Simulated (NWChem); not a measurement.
# CH4GeO3; SMILES O=[C](O)[GeH2][OH]

```xyz
9

O      1.3459    -1.4691     0.0000
C      0.1650    -1.1878     0.0000
O     -0.8160    -2.1119     0.0000
Ge    -0.4238     0.7293     0.0000
O      1.1656     1.5552     0.0000
H     -0.3856    -2.9934     0.0000
H     -1.2211     1.0695     1.2802
H     -1.2211     1.0695    -1.2802
H      1.8370     0.8482     0.0000
```
Atoms are numbered in this order, from 1.

Results from NWChem. Coordinates come from a B3LYP/6-31G* (spherical d) optimisation. Total energies compare along this basis series because the functional is fixed.

```csv
level,basis functions,energy (Ha),highest occupied level (eV),orbital gap (eV),dipole (D)
B3LYP/def2-SVP,108,-2342.7909,-7.80,6.93,2.46
B3LYP/def2-SVPD,159,-2342.8219,(withheld),6.81,(withheld)
B3LYP/def2-TZVP,196,-2343.3789,-8.03,6.87,2.50
B3LYP/def2-TZVPP,228,-2343.3825,-8.02,6.86,2.48
```

### Question
Some entries are withheld; supply them.

### Answer

- B3LYP/def2-SVPD, highest occupied level (eV): -8.15
- B3LYP/def2-SVPD, dipole (D): 2.61
